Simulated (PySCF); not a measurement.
SMILES C(=[OH+])(CC(C)C)C (charge +1) at its GFN2-xTB optimised geometry (Å):

```
20

C     -1.8200     0.7417     0.0000
C     -0.3559     0.7417     0.0000
O      0.3194     0.5826     1.0707
C      0.3942     0.8781    -1.2382
C      0.5147    -0.5238    -1.9608
C      1.2228    -0.2938    -3.2876
C      1.2752    -1.5164    -1.0973
H     -2.2208     0.3003    -0.9116
H     -2.1646     1.7819     0.0000
H     -2.2477     0.2545     0.8760
H     -0.1812     0.4353     1.8970
H      1.4097     1.2204    -1.0390
H     -0.1146     1.5442    -1.9337
H     -0.4960    -0.8951    -2.1519
H      2.2345     0.0709    -3.1325
H      0.6861     0.4162    -3.9106
H      1.2826    -1.2356    -3.8274
H      0.7292    -1.7819    -0.1953
H      1.4403    -2.4300    -1.6625
H      2.2477    -1.1220    -0.8138
```

Level of theory: CAM-B3LYP/def2-SVP run with PySCF. Cells within 0.4 Å of a nucleus heavier than hydrogen are left out (blank, or x).

Map of the LUMO amplitude (bohr^(-3/2)) on the plane z = 0.8 Å; orbital energy -6.23 eV, overall sign arbitrary:

```
|444444444444444444444444444|
|444444444444444444444444444|
|444444444444444444444444444|
|444444444444444444444444444|
|444444444444555444444444444|
|444444444455555544444444444|
|444443334455555544444444444|
|444433334556655444444444444|
|444443334567654444444444444|
|444443334567753234444444444|
|444444444567630134444444444|
|44444555555543x344444444444|
|44455566543348x965444444444|
|444555665433479865544444444|
|444555554433456665444444444|
|444555554433445555444444444|
|444455544444444444444444444|
|444444444444444444444444444|
|444444444444444444444444444|
|444444444444444444444444444|
|444444444444444444444444444|
|444444444444444444444444444|
|444444444444444444444444444|
|444444444444444444444444444|
|444444444444444444444444444|
|444444444444444444444444444|
|444444444444444444444444444|
```
Scale: ten equal steps from -0.104 (start of '0') to 0.116 (end of '9'), in the order '0123456789'; x runs from -4.50 to 4.50, y from -4.50 (bottom) to 4.50 (top).
